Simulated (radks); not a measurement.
Results of a calculation; reference values are marked as such.
Neutral hydrogen, 1s1. Code: a radial shooting solver on a logarithmic mesh with Libxc functionals. Model: non-relativistic Kohn-Sham, exchange-only PBE, spin-polarised, spherical densities, point nucleus. Every spin shell is full or empty, so the densities are truly spherical. Functionals are evaluated on that one density, not self-consistently. Rank these orbital-free kinetic functionals by their error against the exact value of the orbitals, and give that value: Thomas-Fermi, TF + vW, TF + vW/9, LC94, APBEK, revAPBEK, Thakkar, LKT, PG1, Ernzerhof.

Answer. Exact: 0.494320 hartree. From best to worst, with 100 (|E| - |E exact|)/|E exact| (equal figures are ties): APBEK +1.31, LC94 +1.42, Thakkar +1.67, TF + vW/9 +1.84, revAPBEK +2.20, Ernzerhof +5.39, Thomas-Fermi -9.27, PG1 +53.83, LKT +61.30, TF + vW +90.73.
